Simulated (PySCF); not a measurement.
**RbBr: mean field, correlation and small terms against distance**

State: ¹Σ⁺, singlet, closed shell. RHF-based CCSD(T) in PySCF 2.14 with Rb cc-pwCVDZ-X2C, Br aug-cc-pVDZ-DK and Rb cc-pwCVTZ-X2C, Br aug-cc-pVTZ-DK (frozen core orbitals: 28; spin-free X2C with a Gaussian nucleus). Correlation energies are extrapolated as n⁻³ (n = 2, 3), Hartree–Fock as (n+1)·exp(−9√n). All energies in eV from Rb + Br.

```tsv
R (Å)	HF/CBS	CCSD corr.	(T)	total
2.5970	-2.397	-1.008	-0.0991	-3.505
2.7150	-2.724	-0.947	-0.0938	-3.765
2.8330	-2.907	-0.896	-0.0896	-3.893
2.9511	-2.990	-0.855	-0.0863	-3.931
3.0691	-3.003	-0.821	-0.0836	-3.908
3.2167	-2.955	-0.788	-0.0810	-3.824
3.3642	-2.863	-0.762	-0.0790	-3.703
```

A fit to the total gives Re = 2.9580 Å, De = 3.931 eV, ωe = 167.7 cm⁻¹, Be = 0.04710 cm⁻¹ (masses 84.9118 and 78.9183 u).

**Question.** At R = 2.9511 Å the CCSD correlation energy is -0.252154 hartree in the smaller basis and -0.367571 in the larger. Extrapolate it.

**Answer.** (3³·E3 − 2³·E2)/(3³ − 2³) = -0.41617 hartree; the larger basis holds 88.3 % of it.

The T1 diagnostic is 0.009. The open-shell atoms are computed with UHF. Spin–orbit coupling, excitations beyond (T) and corrections to the Born–Oppenheimer picture are left out.
